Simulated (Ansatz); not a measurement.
Geometry optimisation, RHF/def2-TZVP in Ansatz 0.2.0.

input.yaml

```yaml
crystal:
  periodic: [false, false, false]
  atoms:
    - { symbol: Ga, position_ang: [-1.021106, 0.045325, 0.40152] }
    - { symbol: H, position_ang: [1.563745, 0.194931, 1.392399] }
    - { symbol: C, position_ang: [2.166048, 0.044043, 0.489804] }
    - { symbol: H, position_ang: [1.990359, -0.943614, 0.083386] }
    - { symbol: H, position_ang: [1.920208, 0.788325, -0.256739] }
    - { symbol: H, position_ang: [3.210361, 0.141105, 0.757925] }
    - { symbol: H, position_ang: [-0.619514, -0.270215, -1.191094] }
basis:
  gaussian: { orbitals: def2-TZVP }
hamiltonian:
  xc: hf
relax:
  f_tol: 0.03
  max_steps: 50
```

Run as:

```bash
$ ansatz run input.yaml --threads 2 --pin off --max-ram 3072MiB --backend cpu --events-out ev --progress --plain --runs-dir out
```

Q: Where does it end, and by what steps?

A: It converged. The force dipped under the threshold on the way, but the program's further checks kept it going. After 9 steps the energy has fallen by 0.105 eV; Ga1 moved furthest, 1.01 Å.

| step | energy less start (eV) | largest force component (eV/Å) | accepted |
| --- | --- | --- | --- |
| 0 | 0.0000 | 0.368 | yes |
| 1 | -0.0587 | 0.119 | yes |
| 2 | -0.0883 | 0.071 | yes |
| 3 | -0.0996 | 0.050 | yes |
| 4 | -0.1023 | 0.230 | yes |
| 5 | -0.1039 | 0.008 | yes |
| 6 | -0.1049 | 0.030 | yes |
| 7 | -0.1053 | 0.004 | yes |
| 8 | -0.1054 | 0.004 | yes |
| 9 | -0.1055 | 0.003 | yes |

```xyz
7
Properties=species:S:1:pos:R:3
Ga -1.979 -0.034 0.102
H 2.011 0.243 1.548
C 2.506 0.068 0.600
H 2.235 -0.910 0.222
H 2.205 0.825 -0.113
H 3.578 0.114 0.742
H -1.346 -0.305 -1.423
```

Whether the end is a true minimum wasn't checked by a vibrational analysis.

Time of the run: 8.7 s on 2 threads of Arm Neoverse V1, on a shared host, peak memory 0.17 GiB.
